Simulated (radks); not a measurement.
These are the eigenvalues of the occupied orbitals of an atom or ion with whole-number occupations (hartree). Calculated with a radial shooting solver on a logarithmic mesh with Libxc functionals: Dirac Kohn-Sham, relativistic LDA (MacDonald-Vosko exchange, VWN5 correlation), spin-unpolarised, spherical densities, finite nucleus; Fermi nuclear charge, rms radius of each element as measured or else 0.836 A^(1/3) + 0.57 fm.

orbital  eigenvalue
1s1/2     -687.7849
2s1/2     -126.2044
2p1/2     -118.9666
2p3/2     -115.7906
3s1/2     -44.45244
3p1/2     -41.89712
3p3/2     -41.19513

Which element is it, and in what charge state? The configuration may be excited. Open shells, if any, fill j = l - 1/2 first.

Answer. Z = 40, zirconium, charge +23: Zr23+ in [Ne] 3s2 3p5. The list shows which subshells hold electrons but not how many an open one holds; the 1s level, -687.78 hartree, gives Z - s = 37.1 by -(Z - s)^2/2, which with screening and relativity narrows Z to a few neighbours, and the depths of the outer levels then fix element, charge and occupations together.
